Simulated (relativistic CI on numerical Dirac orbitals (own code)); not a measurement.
**Slater and spin-orbit integrals, S⁺**

These numbers are calculated, not measured: Dirac-Coulomb-Breit CI, KLI orbitals optimised for each configuration, a model potential for QED, valence Slater integrals scaled by 0.85, P86 correlation energy added to each configuration (own radial code, finite nucleus).

Slater integrals F^k, G^k are unscaled and averaged over j, outside the closed core [Ne]; ζ comes from projecting the Hamiltonian with its Breit term on Σ l·s of the shell.

- 3s²3p³: F^2(3p,3p) = 52440, ζ(3p) = 475.01 cm⁻¹; <r>(3p) = 1.909, <r^2>(3p) = 4.283 (bohr units).
- 3s3p⁴: F^2(3p,3p) = 52700, G^1(3s,3p) = 73704, ζ(3p) = 477.3 cm⁻¹; <r>(3s) = 1.64, <r^2>(3s) = 3.106, <r>(3p) = 1.899, <r^2>(3p) = 4.241 (bohr units).
- 3s²3p²3d: F^2(3p,3p) = 53764, ζ(3p) = 524.73, F^2(3p,3d) = 33300, G^1(3p,3d) = 40377, G^3(3p,3d) = 23615, ζ(3d) = -3.8356 cm⁻¹; <r>(3p) = 1.864, <r^2>(3p) = 4.083, <r>(3d) = 3.201, <r^2>(3d) = 12.77 (bohr units).

In this model ζ of a weakly bound d, f or g electron outside closed shells comes out too small, for d by up to a factor of two or three and at times with the wrong sign; that of an outer p electron is too small as well.

Correlation outside the listed configurations is missing or only estimated: errors of thousands of cm⁻¹ between configurations and terms are usual at this charge. Rates and lifetimes follow the computed energies and can be off by large factors. The fine structure of a lone outer electron comes out too small, for d and f at times inverted, and misplaced configurations move strength between like terms. 54 of the 56 excited levels that our extract of the measured tables holds in this range could be paired (the sources list more); they are missed by 7942 cm⁻¹ on average and 10106 at most, and levels without a partner can miss by more.

Averages of the first 10 configurations, taken without configuration mixing, which lowers the lowest level and can move excited configurations by several eV; other configurations of the list can lie among them:

| Configuration | Parity | States | Average energy above the lowest level (eV) |
| --- | --- | --- | --- |
| 3s²3p³ | odd | 20 | 3.0 |
| 3s3p⁴ | even | 30 | 15.3 |
| 3s²3p²3d | even | 150 | 16.9 |
| 3s²3p²4s | even | 30 | 15.7 |
| 3s²3p²4p | odd | 90 | 18.0 |
| 3p⁵ | odd | 6 | 30.3 |
| 3s3p³3d | odd | 400 | 28.4 |
| 3s²3p²5s | even | 30 | 20.5 |
| 3s²3p²4d | even | 150 | 20.9 |
| 3s²3p²5p | odd | 90 | 21.4 |
